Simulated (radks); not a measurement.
Species: V III. Configuration: [Ne] 3s1 3p6 3d3 4f1 (not the ground configuration). Calculated with a radial shooting solver on a logarithmic mesh with Libxc functionals: Dirac Kohn-Sham, exchange-only LDA, spin-unpolarised, spherical densities, point nucleus; open shells fill j = l - 1/2 first.

Normalised radial functions P(r) = r R(r) (large component), r in bohr:

r	2p1/2	4f5/2	4f7/2
0.003891	0.0070	0.0000	0.0000
0.005994	0.0151	0.0000	0.0000
0.009233	0.0328	0.0000	0.0000
0.01422	0.0707	0.0000	0.0000
0.02191	0.1495	0.0000	0.0000
0.03374	0.3046	0.0000	0.0000
0.05197	0.5829	0.0000	0.0000
0.08006	1.0121	0.0000	0.0000
0.1233	1.5197	0.0001	0.0001
0.1899	1.8460	0.0003	0.0003
0.2949	1.6445	0.0013	0.0013
0.4543	0.9439	0.0044	0.0044
0.6998	0.2879	0.0136	0.0136
1.078	0.0350	0.0382	0.0382
1.66	0.0011	0.0982	0.0982
2.557	0.0000	0.2204	0.2203
3.939	0.0000	0.3888	0.3888
6.068	0.0000	0.4328	0.4328
9.346	0.0000	0.2138	0.2138
14.4	0.0000	0.0303	0.0303

2p1/2: eigenvalue -538.03 eV, 0 radial nodes, <r> = 0.272 bohr, 90 % of the charge inside 0.448 bohr. 4f5/2: eigenvalue -5.623 eV, 0 radial nodes, <r> = 5.95 bohr, 90 % of the charge inside 8.71 bohr. 4f7/2 (empty): eigenvalue -5.623 eV, 0 radial nodes, <r> = 5.95 bohr, 90 % of the charge inside 8.71 bohr.
